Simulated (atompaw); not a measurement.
**gadolinium: one change to a PAW (atompaw) potential, before and after**

atompaw 4.2.0.5 input, output lines left out:

```
Gd 64
LDA-PW scalarrelativistic loggrid 2001 logderivrange -3 5 201
6 6 5 4 0 0
6 0 1.5
6 1 0
5 2 1.5
4 3 7
0 0 0
c
c
c
c
c
v
c
c
c
c
v
c
c
v
v
3
3.00 2.50 2.70 1.65
y
1.25
n
y
1.25
n
y
2.95
n
y
2.25
n
custom rrkj vanderbiltortho sinc
bessel
3.00
3.00
3.00
3.00
2.20
2.20
1.45
1.45
```

All-electron outer shells of the reference configuration (LDA (PW92), scalar-relativistic, ld1.x):

| shell | level (eV) | outermost node (bohr) | outermost maximum (bohr) |
| --- | --- | --- | --- |
| 5s | -49.09 | 0.65 | 1.20 |
| 5p | -26.64 | 0.70 | 1.35 |
| 4f | -8.13 | – | 0.56 |
| 6s | -4.04 | 1.60 | 3.37 |
| 5d | -2.25 | 0.79 | 2.00 |
| 6p | -1.29 | 1.93 | 4.67 |

Change: local potential bessel scheme, radius 2.54 bohr.

Cutoffs: the cutoffs (Ry, on a coarse ladder) from which the occupation-weighted sum of valence levels, in a spherical-Bessel basis at the reference potential, stays within 10 and 1 mRy of its value at 400 Ry; they do not see the model core or the augmentation charge, which bear on the density cutoff.

Problem. What does the change do?

Solution. The potential gets neither clearly harder nor softer (70 Ry and 110 Ry → 70 Ry and 110 Ry); both files keep a bound ghost (p); the range in which the s phases agree widens (upper end 1.5 → 4.4).

| quantity | base | changed |
| --- | --- | --- |
| cutoff, loose | 70 Ry | 70 Ry |
| cutoff, tight | 110 Ry | 110 Ry |
| bound ghosts | p | p |
| s: phases at 3.00 bohr within 0.05 rad from the reference energy up to (Ry; the scan ends near 5) | 1.5 | 4.4 |
| p: phases at 3.00 bohr within 0.05 rad from the reference energy up to (Ry; the scan ends near 5) | to the end of the scan | to the end of the scan |
| d: phases at 3.00 bohr within 0.05 rad from the reference energy up to (Ry; the scan ends near 5) | to the end of the scan | to the end of the scan |
| f: phases at 3.00 bohr within 0.05 rad from the reference energy up to (Ry; the scan ends near 5) | 4.6 | 4.7 |
| lowest overlap eigenvalue by channel | s 0.60, p 0.74, d 0.54, f 0.98 | s 0.62, p 0.74, d 0.51, f 0.98 |

 A true bound ghost makes a file unfit for plane-wave use even where its test errors are small: the radial tests pick states by their node count and pass the ghost by. The cutoffs see the waves, projectors and local potential, not the compensation charge or the core.
